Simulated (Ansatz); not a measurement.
Calculated with Ansatz (gas phase, PBE0-D4/def2-TZVP geometries, no zero-point term in ΔE). CCSD(T)/CBS is the MP2 limit (def2-TZVPP, def2-QZVPP) plus CCSD(T) − MP2 in def2-TZVPP, frozen cores. This one scheme is used for every species. Functionals use def2-TZVPP. For Ge outer-core shells are correlated without core-valence functions, which leaves a few kJ/mol of doubt a bond. Scalar relativity is left out up to krypton. Each species was taken in one conformer, which may not be the lowest.

Reaction (hydrogenolysis of a Ge–Si bond): `[OH][GeH]([OH])[SiH3]` + H₂ → `[OH][GeH2][OH]` + SiH₄

```json
{"species": "`[OH][GeH]([OH])[SiH3]`", "revPBE-D4 energy (Eh)": "-2520.42509"}
{"species": "H₂", "revPBE-D4 energy (Eh)": "-1.17698"}
{"species": "`[OH][GeH2][OH]`", "revPBE-D4 energy (Eh)": "-2229.76879"}
{"species": "SiH₄", "revPBE-D4 energy (Eh)": "-291.83104"}
```

(1) Work out ΔE.

Largest T1 diagnostic among the species: 0.013.

Answers

(1) ΔE = (-2229.76879) + (-291.83104) − (-2520.42509) − (-1.17698) = 0.00224 Eh = +5.9 kJ/mol. CCSD(T)/CBS gives -9.1 kJ/mol.

The D4 term adds +9.5 kJ/mol with B3LYP and +5.4 kJ/mol with PBE0; it sums over pairs of atoms, weighted by their polarisabilities, and B3LYP, whose exchange is more repulsive, gets the larger term. At CCSD(T), def2-SVP lies −18.5 kJ/mol from the extrapolated value and def2-TZVPP −4.4 kJ/mol.

B3LYP here is the variant with VWN-RPA as its local correlation; programs differ in this.
